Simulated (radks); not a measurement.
Task: Ba IV, configuration [Kr] 4d9 5s2 5p5 6p1 (not the ground configuration). All-electron calculation, Dirac Kohn-Sham, PBEsol, spin-unpolarised, spherical densities, finite nucleus; open shells are shared between the two j in proportion to 2j + 1; Fermi nuclear charge, rms radius 4.8378 fm. Program: a radial shooting solver on a logarithmic mesh with Libxc functionals. Some entries of the table are withheld. Estimate them.

| orbital | occ. | eigenvalue (Ry) | r(max) (bohr) | <r^2> (bohr^2) |
|---|---|---|---|---|
| 1s1/2 | 2 | -2738.061 | 0.01643 | 0.0008890 |
| 2s1/2 | 2 | -435.4425 | 0.09306 | 0.01416 |
| 2p1/2 | 2 | -410.4386 | (1) | 0.01041 |
| 2p3/2 | 4 | -382.4025 | (2) | 0.01168 |
| 3s1/2 | 2 | -94.44063 | 0.2666 | 0.09736 |
| 3p1/2 | 2 | (3) | (4) | 0.09213 |
| 3p3/2 | 4 | (5) | (6) | 0.09986 |
| 3d3/2 | 4 | -60.08591 | 0.2132 | (7) |
| 3d5/2 | 6 | -58.92876 | 0.2163 | (8) |
| 4s1/2 | 2 | -20.91467 | 0.6238 | 0.5070 |
| 4p1/2 | 2 | -17.07844 | 0.6352 | 0.5441 |
| 4p3/2 | 4 | -15.92474 | 0.6590 | 0.5863 |
| 4d3/2 | 3.6 | -9.63325 | 0.6855 | 0.7061 |
| 4d5/2 | 5.4 | -9.43323 | 0.6933 | 0.7229 |
| 5s1/2 | 2 | -4.82598 | 1.423 | 2.674 |
| 5p1/2 | 1.66667 | -3.72628 | 1.543 | (9) |
| 5p3/2 | 3.33333 | -3.53139 | 1.601 | (10) |
| 6p1/2 | 0.333333 | -1.35275 | 3.637 | 16.26 |
| 6p3/2 | 0.666667 | -1.31221 | 3.748 | 17.15 |

Result: 
(1) 2p1/2 r(max) (bohr): 0.07108
(2) 2p3/2 r(max) (bohr): 0.07615
(3) 3p1/2 eigenvalue (Ry): -83.94222
(4) 3p1/2 r(max) (bohr): 0.2531
(5) 3p3/2 eigenvalue (Ry): -78.51927
(6) 3p3/2 r(max) (bohr): 0.2643
(7) 3d3/2 <r^2> (bohr^2): 0.08254
(8) 3d5/2 <r^2> (bohr^2): 0.08475
(9) 5p1/2 <r^2> (bohr^2): 3.249
(10) 5p3/2 <r^2> (bohr^2): 3.493
